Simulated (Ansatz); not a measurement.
Ta(O)(F)3 cation (F₃OTa), SMILES [O]=[Ta]([F])([F])[F] (connectivity only; charge and spin as stated), charge +1, multiplicity 2.

Geometry: B3LYP-D3(BJ)/def2-SVP. The spin state was assumed, not searched. The isomer is the one that the SMILES or the coordinates give; other isomers of the formula were not compared. The def2 effective core potentials stand for the cores of Ta; spin–orbit coupling is left out.

Two levels are set side by side: PBE/def2-SVPD (Ansatz, an electronic-structure program) and PBE0/def2-SVPD (Ansatz). Energy differences of separate SCF runs at the same geometry; the states with an electron removed or added have multiplicity 3 and 1. Differences are taken from unrounded values.

```json
[
 {"quantity": "vertical ionisation energy (eV)", "PBE": "19.48"},
 {"quantity": "vertical electron affinity (eV)", "PBE": "11.24"}
]
```

Task: These are the PBE values. What does PBE0 give? (Estimate from the structure and the level; the computed values follow.)

Result: 
```tsv
quantity	PBE0	PBE minus PBE0
vertical ionisation energy (eV)	19.81	-0.32
vertical electron affinity (eV)	11.11	0.13
```

Here PBE gives about what the other level gives.
